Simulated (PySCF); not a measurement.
C7H8O. Atoms are numbered in the order given.

```xyz
16

C      0.3224    -2.7575     0.0000
O     -0.6712    -1.7583     0.0000
C     -0.2763    -0.4603     0.0000
C     -1.3076     0.4956     0.0000
C     -0.9998     1.8530     0.0000
C      0.3347     2.2822     0.0000
C      1.3544     1.3301     0.0000
C      1.0632    -0.0400     0.0000
H     -0.2048    -3.7203     0.0000
H      0.9631    -2.6972    -0.8986
H      0.9631    -2.6972     0.8986
H     -2.3413     0.1402     0.0000
H     -1.8113     2.5870     0.0000
H      0.5733     3.3490     0.0000
H      2.4012     1.6492     0.0000
H      1.8806    -0.7633     0.0000
```

Geometry optimised at r2SCAN-D4/def2-SVP. One conformer was computed; it need not be the lowest.

The numbers are results of PySCF with PBE/pcSseg-1, not measurements.

GIAO shieldings, no solvent; atoms listed in one row are averaged. δ = σ(ref) − σ: ¹³C against TMS (σ = 182.0 ppm); ¹⁷O against H2O (σ = 334.3 ppm); ¹H against TMS (σ = 31.49 ppm), references at their B3LYP-D3(BJ)/def2-TZVP geometries, non-relativistic.

Computed chemical shifts:
| nucleus | atoms | count | δ (ppm) |
|---|---|---|---|
| ¹³C | C3 | 1 | 166.1 |
| ¹³C | C5, C7 | 2 | 134.9 |
| ¹³C | C6 | 1 | 125.4 |
| ¹³C | C4 | 1 | 123.0 |
| ¹³C | C8 | 1 | 112.1 |
| ¹³C | C1 | 1 | 58.2 |
| ¹⁷O | O2 | 1 | 125.0 |
| ¹H | H13, H15 | 2 | 7.57 |
| ¹H | H12 | 1 | 7.25 |
| ¹H | H14 | 1 | 7.22 |
| ¹H | H16 | 1 | 6.83 |
| ¹H | H9, H10, H11 | 3 | 4.04 |
